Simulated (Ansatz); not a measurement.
The cluster CuBr₂. The state is a quartet with charge 0. Geometry PBE-D4/def2-TZVP; atoms count from 1.

Cartesian coordinates in Å:
```
Cu -0.351 1.175 0.087
Br -1.218 -0.956 -0.680
Br 1.569 -0.219 0.593
```

The geometry of the quartet was relaxed on an unsound state (an occupied level 0.08 eV above an empty one). At PBE0-D4/def2-TZVP a doublet of charge 0 lies 3.62 eV below the quartet, each at its own geometry. The structure comes from a short search, and lower isomers may exist.

Question: Estimate the Mulliken populations from the PBE0/def2-TZVP orbitals of Ansatz.

Answer: 
```tsv
atom	charge (e)	spin (α − β)	d electrons
Cu1	0.11	1.62	9.31
Br2	-0.06	0.69	–
Br3	-0.06	0.69	–
```
Mulliken values and Mayer orders depend strongly on the basis.

Question: Where does the spin sit?

Answer: Summed by element: Cu 1.62, Br 1.38, of 3 unpaired in all. Largest on single atoms: Cu1 1.62, Br2 0.69, Br3 0.69.

Question: And the Mayer bond orders between bonded heavy atoms (over 0.3)?

Answer: Cu1–Br2 0.64 (2.43 Å); Cu1–Br3 0.64 (2.43 Å). Values over 0.3 also appear between atoms too far apart for a bond (Br2–Br3 0.48 at 3.15 Å); they arise where an orbital or an unpaired electron spreads over both atoms.
